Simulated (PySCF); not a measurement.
## Electron correlation in F²⁺ (fluorine, charge +2)

[He] 2s1 2p3 3s1, high-spin 6S determinant (an excited configuration). Calculation: PySCF 2.14, in aug-cc-pVTZ with one added diffuse shell each of s, p, d, f type (6s5p4d3f, 62 functions); no relativity, point nucleus. Frozen: 1s2; 5 electrons correlated.

MP2 pair energies summed by pair of shells (mhartree):

```
 pair  energy  share (%)
2p-2p  -23.07       68.0
2p-3s   -6.03       17.8
2s-2p   -4.36       12.9
2s-3s   -0.48        1.4
```

Total MP2 correlation energy: -33.94 mhartree.

Same-spin part -33.94 and opposite-spin part 0.00 mhartree; SCS-MP2 scales them by 1/3 and 6/5 to -11.31 mhartree.
